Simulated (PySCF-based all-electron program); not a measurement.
The numbers below are computed, except where a source is named.
# Forces on InSbH2F2, singlet in several shapes

Method: all-electron DFT (in-house code on PySCF), basis-limit composite values; the spin-free Dirac equation, no spin–orbit coupling, spin-restricted. Forces are good to about 0.030 eV/Å. Atoms are numbered as listed.

Shape A:

```json
{"atom": "In", "x (Å)": "0.0000", "y (Å)": "0.0000", "z (Å)": "0.0000"}
{"atom": "Sb", "x (Å)": "0.0000", "y (Å)": "0.0000", "z (Å)": "2.7820"}
{"atom": "F", "x (Å)": "-0.0667", "y (Å)": "1.5923", "z (Å)": "-1.1664"}
{"atom": "F", "x (Å)": "-0.0667", "y (Å)": "-1.5923", "z (Å)": "-1.1664"}
{"atom": "H", "x (Å)": "1.2072", "y (Å)": "1.2285", "z (Å)": "2.7068"}
{"atom": "H", "x (Å)": "1.2072", "y (Å)": "-1.2285", "z (Å)": "2.7068"}
```

PBE forces:

| atom | Fx | Fy | Fz (eV/Å) |
| --- | --- | --- | --- |
| In1 | -0.021 | 0.000 | -0.045 |
| Sb2 | -0.015 | 0.000 | -0.008 |
| F3 | 0.009 | -0.034 | 0.030 |
| F4 | 0.009 | 0.034 | 0.030 |
| H5 | 0.009 | -0.006 | -0.003 |
| H6 | 0.009 | 0.006 | -0.003 |

Shape B:

```xyz
6

In    0.0000    0.0000    0.0000
Sb    0.0000    0.0000    2.5038
F    -0.0667    1.5923   -1.1664
F    -0.0667   -1.5923   -1.1664
H     1.2072    1.2285    2.4286
H     1.2072   -1.2285    2.4286
```

Against shape A, In1–Sb2 goes from 2.782 to 2.504 Å.

(1) What forces does PBE give in shape B?

## Answers

(1) 

| atom | Fx | Fy | Fz (eV/Å) |
| --- | --- | --- | --- |
| In1 | -0.020 | 0.000 | -2.801 |
| Sb2 | 0.038 | 0.000 | 2.792 |
| F3 | 0.003 | -0.070 | -0.011 |
| F4 | 0.003 | 0.070 | -0.011 |
| H5 | -0.012 | -0.006 | 0.015 |
| H6 | -0.012 | 0.006 | 0.015 |
